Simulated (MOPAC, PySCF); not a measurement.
C8H20Si, SMILES `CC[Si](CC)(CC)CC`, neutral singlet in the gas phase. 

Z-matrix (Å, degrees):
```
Si
C 1 1.8971
H 2 1.1046 1 108.27
H 2 1.1053 3 105.44 1 115.32
C 2 1.5347 3 109.89 4 118.69
H 5 1.1021 2 111.59 3 -177.21
H 5 1.1025 6 106.96 2 122.24
H 5 1.1026 6 107.18 7 114.67
C 1 1.8979 2 109.42 3 176.84
H 9 1.1049 1 108.00 2 56.28
H 9 1.1054 10 105.55 1 115.29
C 9 1.5349 10 109.79 11 118.61
H 12 1.1023 9 111.61 10 -177.73
H 12 1.1024 13 107.04 9 122.27
H 12 1.1026 13 107.15 14 114.69
C 1 1.8987 2 109.35 3 58.44
H 16 1.1051 1 107.93 2 178.87
H 16 1.1062 17 105.31 1 113.60
C 16 1.5346 17 109.83 18 118.13
H 19 1.1017 16 111.62 17 59.78
H 19 1.1024 20 107.07 16 -122.56
H 19 1.1026 20 107.08 21 -114.66
C 1 1.9013 2 109.66 3 -64.40
H 23 1.1050 1 108.04 2 169.68
H 23 1.1056 24 105.25 1 -114.09
C 23 1.5350 24 110.04 25 -117.97
H 26 1.1013 23 111.87 24 -62.31
H 26 1.1022 27 106.90 23 122.37
H 26 1.1027 27 107.17 28 114.63
```
Charge 0, multiplicity 1.

All levels are single points at this geometry (B3LYP-D3(BJ)/def2-SVP); Pople sets use spherical d functions. Orbital energies aren't observables, and empty levels follow the basis.

PM6 in MOPAC gives gap (eV) = 10.95.

Estimate the gap (eV) from each of these levels: PBE-D3(BJ)/def2-TZVP in PySCF; TPSSh-D3(BJ)/def2-TZVP in PySCF; B3LYP/3-21G in PySCF; B3LYP/6-31G* in PySCF; B3LYP/LANL2DZ in PySCF; BP86/6-31G* in PySCF; M06-2X/6-31G* in PySCF; HF/6-31G* in PySCF; HF/STO-3G in PySCF; AM1 in MOPAC; PM3 in MOPAC; PM7 in MOPAC.


```
level                            gap (eV)
-------------------------------  --------
PBE-D3(BJ)/def2-TZVP in PySCF        6.48
TPSSh-D3(BJ)/def2-TZVP in PySCF      7.68
B3LYP/3-21G in PySCF                 9.58
B3LYP/6-31G* in PySCF                9.08
B3LYP/LANL2DZ in PySCF               9.50
BP86/6-31G* in PySCF                 7.40
M06-2X/6-31G* in PySCF              11.43
HF/6-31G* in PySCF                  16.16
HF/STO-3G in PySCF                  22.57
AM1 in MOPAC                        11.94
PM3 in MOPAC                        10.75
PM7 in MOPAC                        12.05
```
